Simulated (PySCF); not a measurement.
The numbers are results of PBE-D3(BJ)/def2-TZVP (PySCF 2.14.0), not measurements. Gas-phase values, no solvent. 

Reference species (SMILES): `[C](=O)[N+]#[C-]` (neutral, multiplicity 2).

The dipole moment is 0.66 D and the highest occupied spin orbital is -6.07 eV.

Changed species: `N#C[C]=O` (radical fragment; the reference has radical fragment).

Give the shifts of the dipole moment and highest occupied spin orbital.

the dipole moment rises by 0.49 D, to 1.15 D; the highest occupied spin orbital goes up by 0.24 eV, to -5.83 eV.
